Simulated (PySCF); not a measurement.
Members of one family of related compounds. The calculation used TDDFT wB97X-D/def2-SVPD, vertical, gas phase, core orbitals frozen in the response in PySCF 2.14.0, density-fitted response routines. Geometries: GFN2-xTB; one conformer of each isolated species. Triplets are in the Tamm–Dancoff approximation. 'Strongest' means the level of largest summed f among the lowest 8 singlets; it needn't be the same kind of state in each.

Question: Rank by computed HOMO–LUMO gap, lowest first.
A. `[SiH3]O[C@@H]1OCC[C@H]1Cl`
B. `[SiH3]O[C@]1(CCl)CCO1`
C. `CCO/C(=C/Cl)O[SiH3]`
D. `ClC[C@H]1O[SiH2][C@@H](O1)C`
E. `C=CO[C@@H](CCl)O[SiH3]`

Answer: C (9.99 eV), E (10.85 eV), D (11.37 eV), B (11.75 eV), A (12.03 eV).

| SMILES | gap (eV) | α (au) | f (strongest) | HOMO (eV) | T1 (eV) | f (S1) | S1 mainly |
| --- | --- | --- | --- | --- | --- | --- | --- |
| CCO/C(=C/Cl)O[SiH3] | 9.99 | 97.6 | 0.45 | -8.08 | 4.48 | 0.002 | H→L+4 (64%) |
| C=CO[C@@H](CCl)O[SiH3] | 10.85 | 94.0 | 0.19 | -9.02 | 4.64 | 0.053 | H→L (50%) |
| C[C@@H]1O[C@@H](CCl)O[SiH2]1 | 11.37 | 90.9 | 0.04 | -9.69 | 6.67 | 0.041 | H→L (68%) |
| [SiH3]O[C@]1(CCl)CCO1 | 11.75 | 89.6 | 0.03 | -9.85 | 6.99 | 0.005 | H→L (76%) |
| [SiH3]O[C@@H]1OCC[C@H]1Cl | 12.03 | 89.7 | 0.06 | -10.07 | 6.88 | 0.003 | H→L (36%) |

H and L stand for HOMO and LUMO.

- `CCO/C(=C/Cl)O[SiH3]`: Löwdin shares by element: HOMO carbon 50% or more, chlorine 25%, oxygen 11% or more; LUMO silicon 34%, hydrogen 31% or more (atoms not listed hold the other 36%).
- `C=CO[C@@H](CCl)O[SiH3]`: Löwdin shares by element: HOMO carbon 64% or more, oxygen 23% or more; LUMO silicon 26%, chlorine 17%, hydrogen 17% or more (atoms not listed hold the other 40%).
- `C[C@@H]1O[C@@H](CCl)O[SiH2]1`: Löwdin shares by element: HOMO oxygen 44%, carbon 10% or more, chlorine 9% (atoms not listed hold the other 37%); LUMO silicon 43%, hydrogen 23% or more, oxygen 9% or more (atoms not listed hold the other 26%).
- `[SiH3]O[C@]1(CCl)CCO1`: Löwdin shares by element: HOMO oxygen 41%, chlorine 11%, carbon 10% or more (atoms not listed hold the other 38%); LUMO silicon 27%, chlorine 16%, oxygen 10% or more, hydrogen 8% or more (atoms not listed hold the other 39%).
- `[SiH3]O[C@@H]1OCC[C@H]1Cl`: Löwdin shares by element: HOMO oxygen 47%, carbon 9% or more, silicon 8% (atoms not listed hold the other 36%); LUMO silicon 26%, chlorine 9%, oxygen 8% or more, hydrogen 7% or more (atoms not listed hold the other 50%).
